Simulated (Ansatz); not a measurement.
The cluster GaSb2, relaxed as a doublet with UKS r2SCAN-D4/def2-TZVP in Ansatz, starting from the GFN2-xTB geometry. Force threshold 0.02 eV/Å.

In the def2 sets Sb takes a core potential; there is no spin–orbit coupling. The charge 0 doublet is spin-contaminated (final ⟨S²⟩ up to 1.64, 0.75 for a pure state). Another isomer (doublet) lies 1.16 eV lower at PBE0-D4/def2-TZVP; other spin states weren't run for this one.

Start:

```xyz
3

Ga   -0.0726   -0.5347   -0.4320
Sb    1.3157    1.3991   -1.3971
Sb   -1.2432   -0.8643    1.8291
```

**Question.** Estimate the energy that the relaxation releases and the steps that it takes.

**Answer.** 27.6 kJ/mol, in 8 steps; 1.8 min on 4 threads of Arm Neoverse V2 on a shared host. The force fell under the threshold at step 6, but the optimiser went on. No frequencies were taken in this run, so the end may be a saddle point.

**Question.** Does the start keep its bonding and symmetry?

**Answer.** By distances, no bond broke or formed. The bond that changes most is Ga1–Sb3, from 2.57 to 2.45 Å (atoms count from 1). Point group C2v at the start, D∞h at the end, both within 0.05 Å; within 0.015 Å the end is C∞v.

**Question.** Predict the relaxed structure.

**Answer.** 
Cartesian coordinates in Å:
```
Ga -0.009 -0.008 0.011
Sb 1.353 1.202 -1.700
Sb -1.344 -1.194 1.688
```
Bond lengths: 2 × Ga–Sb 2.45 to 2.50 Å.
